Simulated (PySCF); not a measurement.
Ground-state electric properties of a mixed set of molecules.

All values: PBE0/pcSseg-1 (PySCF) at GFN2-xTB geometries, gas phase, one conformer each.

Question: Rank by HOMO energy, highest first.
A. `O=S1(=O)C=CC[C@@H](F)C1`
B. `CCCN[Si@H](N)F`
C. `CC[C@H](CO)O[SiH3]`
D. `[C@H](C[SiH2]O)(CC)O`

Answer: B (-6.90 eV), C (-7.69 eV), D (-7.89 eV), A (-8.35 eV).

Question: Rank by the highest IAO charge on any atom, highest value first.
A. `CCCN[Si@H](N)F`
B. `CC[C@H](CO)O[SiH3]`
C. `OC[C@@H](O[SiH2]C)C`
D. `F[C@H]1CS(=O)(C=CC1)=O`
E. `O[C@H](CC)C[SiH2]O`

Answer: D (+2.003 e), A (+1.363 e), E (+1.027 e), C (+1.007 e), B (+0.861 e).

Question: Rank by the highest Hirshfeld charge on any atom, highest value first.
A. `CC[C@@H](O)C[SiH2]O`
B. `N[Si@H](F)NCCC`
C. `[C@H](CO)(O[SiH2]C)C`
D. `CC[C@H](CO)O[SiH3]`
E. `S1(=O)(=O)C=CC[C@H](C1)F`

Answer: E (+0.516 e), B (+0.464 e), A (+0.394 e), C (+0.373 e), D (+0.345 e).

All values together:

```
                 SMILES     formula  μ (D)  HOMO (eV)  LUMO (eV)  lowest IAO charge (e)  highest IAO charge (e)  lowest Hirshfeld charge (e)  highest Hirshfeld charge (e)
         CCCN[Si@H](N)F  C3H11FN2Si   1.75      -6.90       1.34             -0.850 (N)             +1.363 (Si)                   -0.320 (N)                   +0.464 (Si)
O=S1(=O)C=CC[C@@H](F)C1    C5H7FO2S   4.54      -8.35      -1.09             -0.887 (O)              +2.003 (S)                   -0.320 (O)                    +0.516 (S)
    CC[C@@H](O)C[SiH2]O   C4H12O2Si   3.83      -7.89       0.82             -0.807 (O)             +1.027 (Si)                   -0.323 (O)                   +0.394 (Si)
    C[SiH2]O[C@@H](C)CO   C4H12O2Si   2.28      -7.62       0.92             -0.737 (C)             +1.007 (Si)                   -0.224 (C)                   +0.373 (Si)
     CC[C@H](CO)O[SiH3]   C4H12O2Si   2.58      -7.69       0.72             -0.641 (O)             +0.861 (Si)                   -0.218 (O)                   +0.345 (Si)
```

Conformers: `[CH3:1][CH2:2][CH2:3][NH:4][Si@H:5]([NH2:6])[F:7]` with C1–C2–C3–N4 178°, C2–C3–N4–Si5 83°, C3–N4–Si5–N6 170°, N4–Si5–N6–H -179° and -40°; `[O:1]=[S:2]1(=[O:3])[CH:4]=[CH:5][CH2:6][C@@H:7]([F:8])[CH2:9]1` with O1–S2–C4–C5 135°, C4–C5–C6–C7 13°, C5–C6–C7–F8 -175°, C6–C7–C9–S2 73°; `[CH3:1][CH2:2][C@@H:3]([OH:4])[CH2:5][SiH2:6][OH:7]` with C1–C2–C3–O4 66°, C2–C3–O4–H -54°, C2–C3–C5–Si6 180°, C3–C5–Si6–O7 55°, C5–Si6–O7–H -21°; `[CH3:1][SiH2:2][O:3][C@@H:4]([CH3:5])[CH2:6][OH:7]` with C1–Si2–O3–C4 -175°, Si2–O3–C4–C5 -158°, O3–C4–C6–O7 59°, C4–C6–O7–H 59°; `[CH3:1][CH2:2][C@H:3]([CH2:4][OH:5])[O:6][SiH3:7]` with C1–C2–C3–C4 -76°, C2–C3–C4–O5 -179°, C3–C4–O5–H -60°, C2–C3–O6–Si7 161°.
